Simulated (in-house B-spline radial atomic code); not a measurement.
**Binding energies in the cerium ion Ce⁺**

NIST's tabulated ground configuration is [Xe] 4f1 5d2; each binding energy is the energy of the ion with one electron taken from that subshell, relaxed, less that of the parent. All numbers are computed (Dirac-Kohn-Sham PBE0, spherical fractional occupations; Fermi nucleus of rms radius 4.8771 fm) with a B-spline radial code for spherical atoms, not measured. Energies include first-order Breit, QED and recoil terms.

Caution: exact exchange at fractional occupations of open shells leaves self-interaction of up to several eV.

| subshell | X-ray name | binding energy (eV) | -ε (eV) | relaxation (eV) |
| --- | --- | --- | --- | --- |
| 1s | K | 40561.2 | 40347.7 | -351.5 |
| 2s | L1 | 6532.1 | 6489.5 | -59.5 |
| 2p1/2 | L2 | 6182.8 | 6123.3 | -75.6 |
| 2p3/2 | L3 | 5742.1 | 5676.3 | -76.7 |
| 3s | M1 | 1428.7 | 1413.0 | -18.7 |
| 3p1/2 | M2 | 1274.7 | 1257.8 | -19.6 |
| 3p3/2 | M3 | 1188.8 | 1169.4 | -21.1 |
| 3d3/2 | M4 | 922.1 | 898.7 | -24.2 |
| 3d5/2 | M5 | 904.2 | 879.8 | -24.8 |
| 4s | N1 | 302.6 | 294.9 | -8.3 |
| 4p1/2 | N2 | 244.2 | 236.6 | -8.1 |
| 4p3/2 | N3 | 226.1 | 217.5 | -8.8 |
| 4d3/2 | N4 | 129.6 | 121.3 | -8.3 |
| 4d5/2 | N5 | 126.6 | 118.0 | -8.6 |
| 5s | O1 | 52.28 | 47.73 | -4.65 |
| 5p1/2 | O2 | 35.62 | 31.34 | -4.34 |
| 5p3/2 | O3 | 33.15 | 28.56 | -4.62 |
| 4f | N6,7 | 13.96 | 6.96 | -6.88 |
| 5d | O4,5 | 10.26 | 6.73 | -3.53 |

Relaxation = -ε minus the binding energy without Breit, QED and recoil terms. With a density functional, K lines can miss by some tenths of a per cent, more in light atoms. For a density functional the relaxation so defined is negative, because -ε of a Kohn-Sham level is smaller than the binding energy.

Emission lines follow as differences of binding energies, with λ = 12398.42 eV·Å / E:

```
 line          holes  energy (eV)  wavelength (Å)
 K-L3     1s → 2p3/2      34819.1         0.35608
 K-L2     1s → 2p1/2      34378.4         0.36065
 K-M3     1s → 3p3/2      39372.4          0.3149
L3-M5  2p3/2 → 3d5/2       4837.9          2.5628
L2-M4  2p1/2 → 3d3/2       5260.7          2.3568
L1-M3     2s → 3p3/2       5343.3          2.3204
L3-M1     2p3/2 → 3s       4313.4          2.8744
L2-N4  2p1/2 → 4d3/2       6053.2          2.0482
```

Question: What screening constant σ does Moseley's law, E = (3/4)·13.6057 eV·(Z - σ)², need for K-L3?

Answer: σ = -0.41.

Moseley's non-relativistic formula needs a falling, then negative, screening constant for heavy elements, because relativity binds the 1s electron more strongly than the formula allows.

Question: What does it cost to remove both a 2p3/2 and a 4f electron?

Answer: 5774.8 eV, which is 18.71 eV more than the two single binding energies together.

Question: What does it cost to remove both a 3s and a 3p1/2 electron?

Answer: 2752.4 eV, which is 49.03 eV more than the two single binding energies together.

Question: What does it cost to remove both a 2s and a 4d5/2 electron?

Answer: 6684.2 eV, which is 25.51 eV more than the two single binding energies together.
